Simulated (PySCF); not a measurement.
Computed shifts of a molecule C₂H₃ClFNSi, B3LYP/pcSseg-1 in PySCF, GIAO, gas phase, atoms alike by connectivity averaged where their shifts nearly agree, in ppm (number of nuclei): ¹³C: 100.4 (1), 83.6 (1). ²⁹Si: -43.9 (1). ¹⁵N: 46.7 (1). ¹⁹F: -109.2 (1). ¹H: 2.50 (1), 1.82 (1), 1.74 (1). References: ¹³C against TMS (σ = 181.3 ppm); ²⁹Si against TMS (σ = 338.7 ppm); ¹⁵N against NH3 (σ = 265.5 ppm); ¹⁹F against CFCl3 (σ = 161.7 ppm); ³⁵Cl against HCl (σ = 933.3 ppm); ¹H against TMS (σ = 31.68 ppm), references at their B3LYP-D3(BJ)/def2-TZVP geometries, non-relativistic (without spin–orbit terms, shifts of atoms bonded to Cl or Br come out too high). Geometry optimised at B3LYP-D3(BJ)/def2-SVP. The values are those of a single conformer.

### Question
Pick the molecule that these values belong to.
(A) C#C[Si@@](N)(F)Cl
(B) N#C[C@H](F)[SiH2]Cl
(C) N#CC[Si@@H](F)Cl

### Answer
A, C#C[Si@@](N)(F)Cl
